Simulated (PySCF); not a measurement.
C7H5ClO.
Structure used (PBE0-D3(BJ)/def2-SVP), in Å, numbered top down from 1:
```
atom  x, y, z in Å
O1     4.4453   -0.6315   -0.5427
C2     3.8629    0.3301   -0.1611
Cl3    4.7812    1.8145    0.2427
C4     2.3952    0.4335    0.0205
C5     1.7469    1.5877    0.4739
C6     0.3625    1.5948    0.6125
C7    -0.3790    0.4554    0.3017
C8     0.2644   -0.6979   -0.1504
C9     1.6465   -0.7112   -0.2909
H10    2.3351    2.4739    0.7148
H11   -0.1414    2.4968    0.9662
H12   -1.4662    0.4658    0.4117
H13   -0.3162   -1.5903   -0.3943
H14    2.1716   -1.6013   -0.6427
```

Computed, not measured: PySCF, PBE0-D3(BJ)/def2-SVP geometry optimisation, gas phase.

Masses are those of the commonest isotopes; rigid-rotor values at the optimised geometry. The values belong to one conformer with, in the numbering `[O:1]=[C:2]([Cl:3])[c:4]1[cH:5][cH:6][cH:7][cH:8][cH:9]1`, O1–C2–C4–C5 180°.

(1) Give the principal moments of inertia and the rotational constants in MHz.

(2) What kind of rotor is it?

(3) Is it planar, by Δ = Ic − Ia − Ib?

(4) List the rotational levels J(Ka,Kc) to J = 2 (MHz).

(5) Which types of transition are allowed, and where do some lines up to J = 5 fall?

(6) Estimate the classical rotational partition function at 100 K, 200 K and 298.15 K.

## Answers

(1) Ia = 161.01, Ib = 540.36, Ic = 701.37 u·Å²; 505379 MHz·u·Å²/I gives A = 3139, B = 935.3, C = 720.6 MHz.

(2) An asymmetric top; Ray's κ = -0.822.

(3) Planar: Δ = Ic − Ia − Ib = 0.00 u·Å². For a rigid frame Δ = −2 Σ m c², so it vanishes when all atoms lie in the ab plane; here none is more than 0.01 Å from it.

(4) Above 0(0,0):
J = 1: 1(0,1) 1656, 1(1,1) 3859, 1(1,0) 4074
J = 2: 2(0,2) 4953, 2(1,2) 6956, 2(1,1) 7600, 2(2,1) 14211, 2(2,0) 14226
Those of J = 1 are B + C, A + C and A + B.

(5) The dipole components are |μa| = 3.45 D, |μb| = 1.23 D, |μc| = 0.00 D; the mirror of this Cs structure is the ab plane, so μc vanishes by symmetry and there are no c-type lines. Intensities carry the squares of the components, which stand as 1.00 : 0.13 (a : b). Some lines, for components of 0.1 D or more:

```csv
type,branch,"J(Ka,Kc)",MHz,lower level (cm⁻¹)
a,Q,"5(2,3) ← 5(2,4)",498,1.135
b,R,"4(1,3) ← 3(2,2)",723,0.640
a,Q,"3(1,2) ← 3(1,3)",1288,0.387
b,R,"5(1,4) ← 4(2,3)",2854,0.860
b,Q,"3(1,2) ← 3(0,3)",3020,0.329
a,R,"2(0,2) ← 1(0,1)",3297,0.055
a,R,"3(0,3) ← 2(0,2)",4908,0.165
a,R,"4(0,4) ← 3(0,3)",6478,0.329
a,R,"4(2,3) ← 3(2,2)",6612,0.640
a,R,"4(3,1) ← 3(3,0)",6655,1.025
a,R,"4(2,2) ← 3(2,1)",6757,0.642
b,Q,"2(2,1) ← 2(1,2)",7255,0.232
a,R,"5(0,5) ← 4(0,4)",8000,0.545
a,R,"5(2,4) ← 4(2,3)",8246,0.860
a,R,"5(1,4) ← 4(1,3)",8743,0.664
b,R,"2(2,1) ← 1(1,0)",10137,0.136
b,Q,"3(3,0) ← 3(2,1)",11490,0.642
b,R,"5(2,4) ← 4(1,3)",14135,0.664
b,Q,"5(4,2) ← 5(3,3)",16139,1.525
b,Q,"4(4,0) ← 4(3,1)",16146,1.247
b,Q,"4(4,1) ← 4(3,2)",16151,1.247
b,R,"4(3,2) ← 3(2,1)",18141,0.642
b,R,"5(3,2) ← 4(2,3)",19945,0.860
b,R,"5(4,1) ← 4(3,2)",24463,1.247
```

(6) Point group Cs, symmetry number σ = 1; q = (√π/σ)·√((kT/h)³/(ABC)), k/h = 20836.6 MHz/K: 116000 at 100 K, 328000 at 200 K, 597000 at 298.15 K.

No PBE0-D3(BJ)/def2-SVP frequencies stand behind this structure, so it isn't proved a minimum. No vibrational averaging or centrifugal distortion is included, and the geometry carries the error of its method. Quadrupole hyperfine structure (35Cl) is left out.

Time: 77 s of wall time; peak memory 0.63 GiB. Hardware: an Intel Xeon Platinum 8259CL at 2.50 GHz with one thread, shared host with 96 logical CPUs at a one-minute load of 58. These figures are those of the optimisation.
